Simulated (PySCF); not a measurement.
# Structure from 2D NMR

Compound of formula C5H8N2OSi. Correlations simulated from computed shifts and the bond graph:

HSQC (one-bond C–H):
```csv
δH,δC
8.34,171.5
2.74,16.6
2.06,27.3
1.97,27.3
```

COSY cross peaks (H two or three bonds apart, from the bond graph; peaks can be absent where the dihedral angle is near 90°):
```csv
δH,δH
5.46,2.06
5.46,1.97
2.74,2.06
2.74,1.97
2.06,1.97
```

HMBC (two and three bonds, from the bond graph):
```csv
δH,δC
5.46,"171.5, 27.3, 16.6"
2.74,"129.3, 27.3"
2.06,"129.3, 27.3, 16.6"
1.97,"129.3, 27.3, 16.6"
```

Carbons without hydrogens: δ 129.3.

Calculated, not measured (PySCF): NMR shieldings at PBE0/pcSseg-1/GIAO, coordinates at the GFN2-xTB level. One conformer, non-relativistic Hamiltonian, rapidly exchanging positions averaged, in vacuum.

Shifts are taken against calculated references (same method and geometry level): TMS for ¹H, ¹³C.

Exchangeable hydrogens are left out of these lists.

Question: Which molecule is this?

Answer: SMILES O=CN[Si@H]1C[C@@H](C#N)C1.

Mapped SMILES: `[N:1]#[C:2][C@H:3]1[CH2:4][Si@@H:5]([NH:6][CH:7]=[O:8])[CH2:9]1`. Hydrogens are named by the atom that carries them. Ha(C4), Ha(C9) are cis to C2 on the ring; Hb(C4), Hb(C9) are trans to C2 on the ring.

δC 171.5 is C7, an amide carbonyl carbon (δH 8.34). δC 129.3 is C2, a nitrile carbon. δC 27.3 is C4/C9, an sp3 CH2 bonded to Si (δH 1.97, 2.06). δC 16.6 is C3, an sp3 CH α to a nitrile (δH 2.74). HMBC from δH 2.74 reaches the proton-free carbon C2. HMBC from δH 2.06 reaches the proton-free carbon C2. HMBC from δH 1.97 reaches the proton-free carbon C2. COSY links 5.46–2.06, 5.46–1.97, 2.74–2.06, 2.74–1.97, 2.06–1.97.

The shifts were computed for this structure.

The OH or NH signal is concentration- and solvent-dependent in practice; the value given is the gas-phase one. Shifts are as computed. Against solution values, carbons near 30 ppm lie about +3 ppm off and those near 130 ppm about +5 ppm. Of 1211 compounds with measured shifts, 218 miss one by over three times the rms of a fit or turn the order of signals round; such compounds aren't used in these exercises. Hydrogen bonding in solution deshields acid and N–H amide carbonyl carbons by as much as 10 ppm beyond these values.
